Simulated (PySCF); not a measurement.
SnH₂I₂, SMILES [I][SnH2][I].

The structure is a stationary point at PBE0-D3(BJ)/def2-SVP. The def2 effective core potentials stand for the cores of I, Sn; spin–orbit coupling is left out.

Level of theory: PySCF with PBE0-D3(BJ)/def2-SVP.

Frequencies are harmonic and unscaled.

| mode | ν (cm⁻¹) | IR (km/mol) | moving atoms (share of kinetic energy) |
|---|---|---|---|
| 1 | 58 | 0.6 | I 76 %, Sn 23 % |
| 2 | 199 | 7.9 | I 56 %, Sn 44 % |
| 3 | 221 | 36.2 | Sn 58 %, I 42 % |
| 4 | 373 | 10.3 | H 95 % |
| 5 | 502 | 0.0 | H 100 % |
| 6 | 611 | 238.6 | H 99 % |
| 7 | 682 | 133.2 | H 99 % |
| 8 | 1948 | 87.3 | H 100 % |
| 9 | 1965 | 116.4 | H 99 % |
